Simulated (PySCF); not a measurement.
# Zirconium: highly charged ions in a basis for the neutral atom

Zr⁵⁺ [Ar] 3d10 4s2 4p5, Zr⁶⁺ [Ar] 3d10 4s2 4p4. All numbers are calculated (PySCF 2.14, a scalar-relativistic core potential, in def2-SVP with the def2 core potential (28 electrons) (5s3p2d1f, 31 functions)). No spin-orbit coupling, so a gap to NIST mixes the basis error with missing relativistic terms.

Changed run: basis of the neutral atom used for a highly charged ion. This setting is unsound on purpose.

```tsv
species	method	sound run (hartree)	changed run (hartree)	converged
Zr⁵⁺	UHF	not run	-40.77374	yes
Zr⁵⁺	B3LYP	not run	-41.04260	yes
Zr⁵⁺	MN15	not run	-40.97757	yes
Zr⁶⁺	UHF	not run	-37.23654	yes
Zr⁶⁺	B3LYP	not run	-37.45955	yes
Zr⁶⁺	MN15	not run	-37.38903	yes
```

Ionisation energy of Zr⁵⁺:

```json
{"method": "UHF", "changed run (eV)": "96.252", "NIST (eV)": "96.38 ± 0.04"}
{"method": "B3LYP", "changed run (eV)": "97.500", "NIST (eV)": "96.38 ± 0.04"}
{"method": "MN15", "changed run (eV)": "97.649", "NIST (eV)": "96.38 ± 0.04"}
```

The contracted functions were made for the neutral atom and can be too rigid for a highly charged ion.
